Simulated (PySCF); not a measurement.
# How the method changes the constants of KPb⁺

State: ³Π (triplet), unpaired electrons σ ↑, π ↑. Set-up: PySCF, scalar-relativistic core potentials, basis sets K def2-SVP, Pb def2-SVP with ECP60. De refers to K⁺ + Pb in their high-spin ground configurations, without counterpoise correction. The functionals are run spin-unrestricted. A positive dipole points towards Pb; it is taken about the centre of mass and depends on that origin.

| Level | Re (Å) | ωe (cm⁻¹) | De (eV) | μ (D) | CPU s a point (SCF and correlation, without the integrals) |
| --- | --- | --- | --- | --- | --- |
| UHF | 4.127 | 57.5 | n/a | -14.20 | 0.12 |
| UHF-MP2 | 4.030 | 62.8 | n/a | n/a | 0.22 |
| UHF-SCS-MP2 | 4.045 | 62.0 | n/a | n/a | n/a |
| UHF-CCSD | 4.037 | 62.8 | n/a | n/a | n/a |
| UHF-CCSD(T) | 4.033 | 63.1 | n/a | n/a | 5 |
| PBE | 3.983 | 61.6 | n/a | -12.75 | 0.53 |
| BLYP | 4.041 | 59.0 | n/a | -12.88 | 0.39 |
| r²SCAN | 3.992 | 61.4 | n/a | -13.28 | 0.72 |
| r²SCANh | 3.983 | 61.8 | n/a | -13.28 | 0.79 |
| PBE0 | 3.965 | 62.4 | n/a | -13.02 | 0.89 |
| r²SCAN0 | 3.968 | 62.4 | n/a | -13.29 | 0.81 |

**Question.** What does the step from GGA to meta-GGA do here, going from PBE to r²SCAN?

**Answer.** r²SCAN less PBE: +0.9 pm in Re, -0.3 % in ωe. 

**Question.** What does a quarter of exact exchange do here, going from r²SCAN to r²SCAN0?

**Answer.** r²SCAN0 less r²SCAN: -2.4 pm in Re, +1.6 % in ωe. Exact exchange removes part of the self-interaction that spreads semilocal densities, and in most molecules shortens and stiffens the bond and lowers De; so it does here.

**Question.** What does second-order correlation do here, going from UHF to UHF-MP2?

**Answer.** UHF-MP2 less UHF: -9.7 pm in Re, +9.2 % in ωe. Correlation nearly always deepens the well. The bond shortens, as in weak, metallic or heavy-atom bonds, where dispersion and the correlation of outer-core electrons pull the atoms together.

Correlated steps freeze 9 core orbitals. These are scalar-relativistic numbers at best; spin–orbit coupling would shift them, the dissociation energy most. Counting both spins, an empty level lies below a filled one in some of these solutions, because spin and occupation are held. The state is the lowest determinant that a PBE0 search found; another state may lie lower at other levels.

The whole job (state search and all levels along the bond) took about 2.2 min on 1 thread of Arm Neoverse V1 (shared host), peak memory 0.61 GiB.
